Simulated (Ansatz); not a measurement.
A run for Ansatz (an electronic-structure program): U-HF/def2-TZVPP on CF2 (SMILES F[C]F, charge +1), 2S+1 = 2, atoms moved off the minimum. Charge +1.

Ansatz 0.2 input:
```yaml
crystal:
  periodic: [false, false, false]
  atoms:
    - {symbol: F, position_ang: [-1.09193302, -0.40090574, 0.14956990]}
    - {symbol: C, position_ang: [-0.04524084, 0.51541651, -0.03882751]}
    - {symbol: F, position_ang: [0.87141265, 0.05344775, 0.07067621]}
basis:
  gaussian:
    orbitals: def2-TZVPP
hamiltonian:
  xc: {name: HF}
total_charge: 1
magnetization: {spin_polarized: true, initial_magnetization: 1}
output: {forces: true}
```

Output:

```
Functional definition: HF
[...]
integrals: 0.01 GiB planned
627 factors; their error is unknown
mean field: 0.16 GiB planned
mean field evaluation 1: about -6424.7101 eV, gradient 4.1e1 eV
mean field evaluation 2: about -6427.3074 eV, gradient 3.1e1 eV
mean field evaluation 4: about -6429.9612 eV, gradient 1.8e0 eV
mean field evaluation 8: about -6429.9886 eV, gradient 7.3e-2 eV
mean field evaluation 16: about -6426.0458 eV, gradient 1.2e1 eV
mean field evaluation 32: about -6429.9881 eV, gradient 1.9e-1 eV
mean field -6430.12265236 eV, -236.3026489806 hartree, gradient 1.4e-5 eV, S^2 0.766509; 0 other end points of the search recorded, 0 dependent functions left out
the calculation of the forces begins
reference -6430.12265236 eV, -236.3026489806 hartree; 12, 11 occupied and 81, 82 virtual orbitals, 627 factors
Total energy: -6430.12265236 eV, -236.3026489806 hartree
Atom 0 at    -1.091933    -0.400906     0.149570 Å, force     2.681010     4.666237    -0.986022 eV/Å
Atom 1 at    -0.045241     0.515417    -0.038828 Å, force   -22.538601     2.693296    -0.811292 eV/Å
Atom 2 at     0.871413     0.053448     0.070676 Å, force    19.857591    -7.359533     1.797314 eV/Å
Dipole moment:     0.351940     0.453679    -0.094949 e Å
```

The calculation finished and met its thresholds.

Cost: roughly 0.7 core-seconds.
